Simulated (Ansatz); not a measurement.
CH6OSSi, SMILES `OC([SiH3])S`, relaxed with RKS PBE-D4/def2-SVP in the Gaussian-basis code of Ansatz from a rough embedded geometry. The force threshold is 0.03 eV/Å; the program also tests the step.

The species carries charge 0 and has multiplicity 1.

Start:

```xyz
10

O     1.078    0.415   -1.464
C     0.684   -0.033   -0.224
Si   -1.092    0.315    0.221
S     0.957   -1.874   -0.061
H     1.066    1.394   -1.493
H     1.350    0.427    0.538
H    -1.392   -0.186    1.658
H    -2.067   -0.331   -0.652
H    -1.337    1.817    0.269
H     0.752   -1.944    1.207
```

```
         step  energy (eV)  largest force (eV/Å)  largest move (Å)
            1  -21873.0448                 2.414             0.000
            2  -21873.2747                 0.742             0.092
            3  -21873.3114                 0.196             0.127
            4  -21873.3162                 0.140             0.026
            5  -21873.3198                 0.113             0.085
            6  -21873.3241                 0.171             0.073
            7  -21873.3279                 0.290             0.070
            8  -21873.3416                 0.128             0.184
            9  -21873.3460                 0.120             0.168
           10  -21873.3485                 0.730             0.198
           11  -21873.3741                 0.266             0.065
           12  -21873.3879                 0.481             0.200
           13  -21873.4047                 0.714             0.178
           14  -21873.4229                 0.250             0.061
           15  -21873.4285                 0.283             0.072
           16  -21873.4293                 0.351             0.018
           17  -21873.4358                 0.128             0.073
18 (rejected)  -21873.3629                 1.688             0.194
           19  -21873.4378                 0.051             0.052
           20  -21873.4382                 0.073             0.030
           21  -21873.4384                 0.026             0.017
```

End:

```xyz
10

O     1.059    0.253   -1.242
C     0.562   -0.123    0.041
Si   -1.269    0.446    0.242
S     0.600   -1.933    0.217
H     1.121    1.228   -1.249
H     1.175    0.311    0.866
H    -1.770    0.286    1.651
H    -2.137   -0.317   -0.714
H    -1.299    1.907   -0.125
H     1.957   -2.058    0.312
```

Run time 39 s (2 threads of an Arm Neoverse V1 on a shared host); peak host memory 0.14 GiB.
